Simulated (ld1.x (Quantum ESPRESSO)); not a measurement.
Hf, ultrasoft: configuration errors across variants

```
Element                 : hafnium (Hf)
Generator               : ld1.x (Quantum ESPRESSO) 7.5
Type                    : ultrasoft
Functional              : PBE
Relativity              : scalar-relativistic
Frozen core             : [Xe] 4f14
Valence charge          : 4
Reference configuration : 5d2 6s1 6p1
Partial waves           : 6s (bound): rcut 2.50, rcutus 3.05 bohr; 6s channel at -0.1 Ry: rcut 2.50, rcutus 3.05 bohr; 6p (bound): rcut 3.30, rcutus 4.45 bohr; 6p channel at 0.2 Ry: rcut 3.30, rcutus 4.45 bohr; 5d (bound): rcut 1.70, rcutus 2.30 bohr; 5d channel at 1.35 Ry: rcut 1.70, rcutus 2.30 bohr
Local potential         : all-electron potential smoothed inside 1.80 bohr (lloc = -1)
Core correction         : a·sin(br)/r model core inside 2.30 bohr
Augmentation charge     : built from norm-conserving waves at rcut, not smoothed further
```

All-electron excitation energies from the reference (eV): (1) 5d2 6s2 6p0 -3.826; (2) 5d2 6s1 6p0 4.150; (3) 5d2 6s0 6p0 18.330.

The overlap operator is not positive definite (basis up to 400 Ry) in “waves 5d (bound): rcut 1.70, rcutus 2.72 bohr; 5d channel at 1.35 Ry: rcut 1.70, rcutus 2.72 bohr”. Such files are unfit for use, however small their errors in these radial tests.

5 further variants failed, have other tests or another functional or relativity, and are left out.

A true bound ghost makes a file unfit for plane-wave use even where its test errors are small: the radial tests pick states by their node count and pass the ghost by.

Errors AE − PS in meV (a dash: test not solved or not reliable):

```csv
change,(1),(2),(3),bound ghosts
base,-1.8,-6.0,-11,"s, p"
"waves 5d (bound): rcut 1.70, rcutus 2.72 bohr; 5d channel at 1.35 Ry: rcut 1.70, rcutus 2.72 bohr",–,–,–,"s, p (d not tested, overlap not positive)"
"wave 6s channel at -0.1 Ry: rcut 2.50, rcutus 3.05 bohr becomes 6s channel at -0.07 Ry: rcut 2.50, rcutus 3.05 bohr",-1.8,-6.0,-11,"s, p"
core correction a·sin(br)/r model core inside 1.64 bohr,-3.3,-7.0,-27,"s, p"
```

(1) Give the same row for: local potential all-electron potential smoothed inside 4.00 bohr (lloc = -1).

## Answers

(1) -1.8, -6.1, -11; bound ghosts: none.
